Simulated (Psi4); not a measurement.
tungsten atom (W), quintet (core potentials on W); Psi4 with CAM-B3LYP/def2-SVP.

Psi4 was given this input:
```
memory 2 GB

molecule {
0 5
W     0.00000000    0.00000000    0.00000000
}

set {
  basis def2-svp
  reference uks
  cholesky_tolerance 1e-6
  scf_type cd
}

energy('cam-b3lyp')
print_variables()
```

The log (banner, timings and long lists left out):

```
   => Loading Basis Set <=

    Name: DEF2-SVP
    Role: ORBITAL
    Keyword: BASIS

    !!!  WARNING: ECP capability is in beta. Please check occupations closely.  !!!

Traceback (most recent call last):
  File "psi4", line 375, in <module>
  File "<string>", line 24, in <module>
  File "site-packages/psi4/driver/driver.py", line 533, in energy
  File "site-packages/psi4/driver/procrouting/proc.py", line 2760, in run_scf
  File "site-packages/psi4/driver/procrouting/proc.py", line 1939, in scf_helper
  File "site-packages/psi4/driver/procrouting/proc.py", line 1433, in scf_wavefunction_factory
  File "site-packages/psi4/driver/procrouting/proc.py", line 1397, in build_functional_and_disp
  File "site-packages/psi4/driver/procrouting/dft/superfunctionals.py", line 135, in build_superfunctional

psi4.driver.p4util.exceptions.ValidationError: SCF: SCF_TYPE (CD) not supported for range-separated functionals, plese use SCF_TYPE = 'DF' to automatically select the correct JK build.

Printing out the relevant lines from the Psithon --> Python processed input file:
    core.IO.set_default_namespace("")
    core.set_global_option("BASIS", "def2-svp")
    core.set_global_option("REFERENCE", "uks")
    core.set_global_option("CHOLESKY_TOLERANCE", 1e-6)
    core.set_global_option("SCF_TYPE", "cd")
--> energy('cam-b3lyp')
    print_variables()

!----------------------------------------------------------------------------------!
!                                                                                  !
!  SCF: SCF_TYPE (CD) not supported for range-separated functionals, plese use     !
!     SCF_TYPE = 'DF' to automatically select the correct JK build.                !
!                                                                                  !
!----------------------------------------------------------------------------------!
```

The input was rejected before any calculation.
